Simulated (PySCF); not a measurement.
PySCF input:

```python
from pyscf import gto, scf, dft

mol = gto.M(
    atom='''
    Al   -0.00000000   -0.00000000   -0.12227900
    H     0.00000000    0.00000000    1.58962694
    ''',
    basis='def2-tzvpd',
    charge=-1,
    spin=1,
    symmetry='C2v',
    verbose=4,
)

mf = dft.UKS(mol, xc='m062x').density_fit(auxbasis='def2-universal-jkfit')
mf.grids.level = 4
mf.conv_tol = 1e-9
mf.max_cycle = 100
mf.max_memory = 1500
mf.kernel()
if not mf.converged:
    mf = mf.newton()
    mf.kernel(mf.make_rdm1())
mf.analyze()
```

Q: Predict the final energy.

A: -242.95287 Eh (M06-2X/def2-TZVPD).
